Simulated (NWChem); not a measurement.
## Atomisation of C₂H₃Cl₂F

```xyz
8

C      1.6990    -0.3307     0.0000
C      0.1874    -0.2891     0.0000
F     -0.3109    -1.5427     0.0000
Cl    -0.4328     0.5485    -1.4704
Cl    -0.4328     0.5485     1.4704
H      2.0407    -0.8656     0.8980
H      2.1118     0.6858     0.0000
H      2.0407    -0.8656    -0.8980
```
Charge 0, spin multiplicity 1.

The numbers come from NWChem runs, not from measurements. The geometry was optimised at B3LYP/def2-SVP, a minimum by its harmonic frequencies.

Basis set: def2-TZVP. The atomisation energy is electronic alone: no zero-point, thermal, spin-orbit or counterpoise terms. No value is extrapolated to the basis-set limit. Free atoms are single determinants with multiplicities C 3, F 2, Cl 2, H 2.

B3LYP has NWChem's definition, with VWN1-RPA local correlation. The structure started from a generated list of species. The stability of the SCF solutions was not checked. Open-shell Hartree-Fock references start from PBE0 orbitals.

Problem. Order these methods by the atomisation energy they give, lowest first: HF, CAM-B3LYP, LC-wPBE (omega 0.3 per bohr), PBE0, TPSS.

Solution. HF (476.5 kcal/mol), CAM-B3LYP (673.7 kcal/mol), TPSS (680.2 kcal/mol), PBE0 (682.3 kcal/mol), LC-wPBE (omega 0.3 per bohr) (687.8 kcal/mol)
